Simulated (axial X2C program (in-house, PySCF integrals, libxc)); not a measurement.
**Which molecule has these constants?**

Calculated with an in-house relativistic program for diatomic molecules, spin-free (one-electron X2C) or two-component (2c: spin–orbit coupling with atomic mean-field Coulomb and Gaunt terms, which also bring small scalar terms), in Dyall basis sets with cores contracted in-house; open shells are unrestricted.

A two-component PBE0 calculation in a Dyall 3-zeta basis gave Re = 1.539 Å, ωe = 1913.1 cm⁻¹, De = 2.93 eV, Ω = 0.

Which molecule is it?
A. AgH⁻
B. RhH⁻
C. PdH⁻
D. MoH⁻
E. NbH⁻

C. The others have MoH⁻ 1.820 Å and 1362.1 cm⁻¹ (Ω = 3); RhH⁻ 1.543 Å and 1979.7 cm⁻¹ (Ω = 5/2); AgH⁻ 1.698 Å and 1446.9 cm⁻¹ (Ω = 1/2); NbH⁻ 1.870 Å and 1414.0 cm⁻¹ (Ω = 5/2).

Each entry is the lowest single determinant of a limited PBE0 search at one distance. De goes to single-determinant-based atoms at the same level (for ions the charge split of lowest energy) and is withheld (n/a) where an atom does not fit its ground term or J level. Main or longest-lived isotopes. One determinant is a doubtful description, or other states lie close, for MoH⁻, RhH⁻, NbH⁻; these need not be ground states, and all values refer to the states named. Some open-shell Ω = 0 determinants are out of reach, so the Ω given for MoH⁻ need not be the lowest component. With several unpaired electrons the Ω given is that of one determinant, not necessarily of the lowest component. The functionals have no current term, which raises determinants with orbital currents.
